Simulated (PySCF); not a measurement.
Job file and geometry (Å, from GFN2-xTB) of an NMR shielding run on `C1=C[C@@H]2[C@@H](B)[C@H]1CC2`, C$_{7}$H$_{11}$B, GIAO PBE0/pcSseg-1 NMR shielding, non-relativistic, gas phase in PySCF 2.14.0, density-fitted response routines; density fitting, a coarse starting grid and PySCF grid level 2 are the driver's defaults:

```
$ OMP_NUM_THREADS=1 python probes_run.py task.json out

{"job": {"kind": "nmr", "xc": "PBE0", "basis": "pcSseg-1"}, "charge": 0, "multiplicity": 1}
B      2.005832    -1.068082    -0.082599
C      1.075744     0.191622    -0.097170
C     -0.059672     0.282725    -1.137454
C     -0.739143     1.559588    -0.719088
C     -0.639199     1.650284     0.600585
C      0.112809     0.437931     1.082760
C     -0.856993    -0.751744     0.893653
C     -0.983380    -0.853112    -0.637823
H      2.294827    -1.596408    -1.085366
H      2.456459    -1.454301     0.925288
H      1.749627     1.053905    -0.209240
H      0.217355     0.204195    -2.185970
H     -1.261461     2.212698    -1.394639
H     -1.062148     2.394748     1.250774
H      0.548474     0.505296     2.076843
H     -0.420294    -1.658416     1.312205
H     -1.815158    -0.571399     1.380419
H     -0.624859    -1.816387    -1.000246
H     -2.008624    -0.713893    -0.980392
```

Q: What does the program print?

A: 
```
coarse grid: 15512 points
cycle   1  E = -297.6477256253  dE =  1.174e+00  |g| = 4.055e-01  |ddm| = 3.869e+00
cycle   2  E = -297.6313775933  dE =  1.635e-02  |g| = 5.002e-01  |ddm| = 9.339e-01
cycle   3  E = -297.6941559272  dE = -6.278e-02  |g| = 5.701e-02  |ddm| = 5.814e-01
cycle   4  E = -297.6947664064  dE = -6.105e-04  |g| = 1.988e-02  |ddm| = 7.709e-02
cycle   5  E = -297.6948516040  dE = -8.520e-05  |g| = 6.519e-03  |ddm| = 2.233e-02
cycle   6  E = -297.6948615939  dE = -9.990e-06  |g| = 7.347e-04  |ddm| = 6.785e-03
final grid: 148760 points
cycle   7  E = -297.7438168553  dE = -5.570e-05  |g| = 9.161e-03  |ddm| = 4.696e-02
cycle   8  E = -297.7438009298  dE =  1.593e-05  |g| = 1.243e-02  |ddm| = 2.254e-02
cycle   9  E = -297.7438390494  dE = -3.812e-05  |g| = 7.645e-04  |ddm| = 1.322e-02
cycle  10  E = -297.7438391793  dE = -1.299e-07  |g| = 2.449e-04  |ddm| = 9.751e-04
cycle  11  E = -297.7438391928  dE = -1.351e-08  |g| = 5.648e-05  |ddm| = 2.590e-04
cycle  12  E = -297.7438391935  dE = -7.158e-10  |g| = 1.799e-05  |ddm| = 8.109e-05
converged SCF energy = -297.7438391935

GIAO shielding tensors (ppm)
atom      isotropic    diamagn.    paramagn.     s11        s22        s33       span
  0 B       11.144     191.062    -179.918    -62.566    -30.398    126.395    188.962
  1 C      113.626     249.255    -135.629     84.990    109.060    146.827     61.837
  2 C      138.049     245.665    -107.615    123.388    140.451    150.310     26.922
  3 C       39.020     254.043    -215.024    -68.633     29.900    155.792    224.425
  4 C       39.570     254.002    -214.433    -67.888     30.809    155.788    223.677
  5 C      137.951     245.649    -107.698    123.219    140.349    150.284     27.064
  6 C      158.309     246.973     -88.664    147.666    150.494    176.768     29.102
  7 C      158.306     246.978     -88.671    147.412    150.836    176.672     29.260
  8 H       24.015      29.742      -5.727     15.726     26.748     29.571     13.845
  9 H       24.007      29.740      -5.734     15.717     26.747     29.555     13.838
 10 H       30.321      30.892      -0.571     25.755     29.114     36.096     10.342
 11 H       28.566      32.012      -3.446     24.686     26.040     34.973     10.287
 12 H       25.129      31.683      -6.553     23.758     25.536     26.094      2.336
 13 H       25.167      31.663      -6.496     23.792     25.560     26.148      2.356
 14 H       28.551      31.999      -3.448     24.678     26.038     34.939     10.261
 15 H       30.391      30.541      -0.150     25.624     28.041     37.509     11.885
 16 H       30.670      29.834       0.836     25.771     27.288     38.951     13.180
 17 H       30.359      30.516      -0.157     25.574     28.004     37.499     11.925
 18 H       30.678      29.851       0.827     25.799     27.301     38.934     13.135
```

Size and cost of the density-fitted run: 191 basis functions, 68 s wall time on 1 thread of an Arm Neoverse N1, shared host; peak memory 0.86 GiB.
